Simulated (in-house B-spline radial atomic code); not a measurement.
Computed with a B-spline radial atomic code. Model: two electrons, singlet ground state, non-relativistic, full CI in B-splines with partial waves to l = 8 (at full coupling up to 3e-4 hartree above the limit, correlation up to 0.6 % small), density held at that of full coupling by Lieb maximisation.

Along the adiabatic connection the electron repulsion is scaled by a coupling λ while a local potential keeps the density fixed. At λ = 0 the system is the Kohn-Sham one and W equals the exchange energy; the exchange-correlation energy is the area under W between 0 and 1. The kinetic energy rises with λ as the electrons avoid each other, with dT/dλ = −λ dW/dλ.

Command:
```bash
python run_ac.py task.json out
```
Settings (lengths in bohr, energies in hartree):
```
potential              harmonic
strength               7.45
lmax                   8
```

Time taken, with all properties: 6.3 s on 1 thread of Intel(R) Xeon(R) Processor @ 2.30GHz, with other jobs on the host.

**W = mean repulsion less Hartree energy, and W of three functionals.**

Given: confinement harmonic well; well frequency 7.45 hartree; external potential omega^2 r^2/2.

Computed: LDA exchange minus exact 307.83 millihartree; SCAN exchange minus exact 6.8508 millihartree.

| coupling | W xc (hartree) | W xc minus exchange (millihartree) | kinetic minus Kohn-Sham (millihartree) | LDA (PW92) W minus its exchange (millihartree) | PBE W minus its exchange (millihartree) | SCAN W minus its exchange (millihartree) |
| --- | --- | --- | --- | --- | --- | --- |
| 0 | -2.1233 | 0 | 0 | 0 | 0 | 0 |
| 0.02 | -2.1253 | -1.987 | 0 | -13.81 | -3.27 | -1.91 |
| 0.05 | ? | ? | ? | ? | ? | ? |
| 0.12 | -2.1351 | -11.791 | 0.7 | -57.1 | -18.86 | -11.2 |
| 0.25 | -2.1475 | -24.214 | 3 | -98.13 | -37.7 | -22.82 |
| 0.4 | -2.1614 | -38.112 | 7.5 | -136.62 | -57.89 | -35.71 |
| 0.6 | -2.1793 | -55.946 | 16.4 | -179.71 | -82.78 | -52.16 |
| 0.8 | ? | ? | ? | ? | ? | ? |
| 1 | -2.2127 | -89.379 | 43.1 | -249.54 | -127.23 | -82.92 |
| 1.4 | -2.2434 | -120.09 | 79.8 | -306.2 | -166.33 | -111.23 |
| 2 | -2.285 | -161.65 | 150.2 | -376.06 | -217.58 | -149.84 |
| 3 | -2.3442 | -220.86 | 297.3 | -467.52 | -288.77 | -205.85 |
| 4.5 | -2.4149 | -291.55 | 560.1 | -570.2 | -373.09 | -275.01 |
| 7 | -2.5002 | -376.92 | 1044.2 | -691.02 | -476.87 | -362.84 |
| 10 | -2.5704 | -447.07 | 1633.9 | -791.45 | -565.96 | -439.01 |

What belongs in the row 0.05?

W xc (hartree): -2.1283; W xc minus exchange (millihartree): -4.951; kinetic minus Kohn-Sham (millihartree): 0.1; LDA (PW92) W minus its exchange (millihartree): -28.96; PBE W minus its exchange (millihartree): -8.07; SCAN W minus its exchange (millihartree): -4.74.

What belongs in the row 0.8?

W xc (hartree): -2.1963; W xc minus exchange (millihartree): -73.022; kinetic minus Kohn-Sham (millihartree): 28.4; LDA (PW92) W minus its exchange (millihartree): -216.74; PBE W minus its exchange (millihartree): -105.78; SCAN W minus its exchange (millihartree): -67.88.

What is the PBE exchange minus exact?

90.696 millihartree.

**Energy parts, natural occupations and partial-wave weights.**

Computed: correlation energy -0.046315 hartree; kinetic part of the DFT correlation energy 0.043065 hartree; initial slope twice GL2 -0.09959 hartree; kinetic part over minus potential part 0.48182; Hartree energy 4.2466 hartree; Kohn-Sham kinetic 10.658 hartree; Lieb Oxford ratio E_xc over LDA exchange 1.1951.

```csv
natural,occupation of the shell (electrons)
s,1.9957
p,0.0038387
s,?
d,0.00017523
p,3.6058e-05
f,2.3322e-05
```

What belongs in the row s?

occupation of the shell (electrons): 0.00021778.

| wave | weight |
| --- | --- |
| s | 0.99795 |
| p | 0.0019385 |
| d | 9.1817e-05 |
| f | ? |
| g | 2.9653e-06 |

What belongs in the row f?

weight: 1.2877e-05.

What is the exchange energy?

-2.1233 hartree.

What is the total energy?

24.4540 hartree.

Half-way to full coupling W has made 53 % of its drop, against 50 % for a straight line, and second-order (GL2) theory, half the initial slope, overshoots the correlation energy by about 7 %: correlation is weak here. Over couplings 0 to 1 the errors in E_xc come to about +205 millihartree for LDA, +69 millihartree for PBE, +10 millihartree for SCAN, so SCAN is nearest. In LDA and PBE the errors of exchange and correlation have opposite signs, so the sum is smaller than the larger of the two.
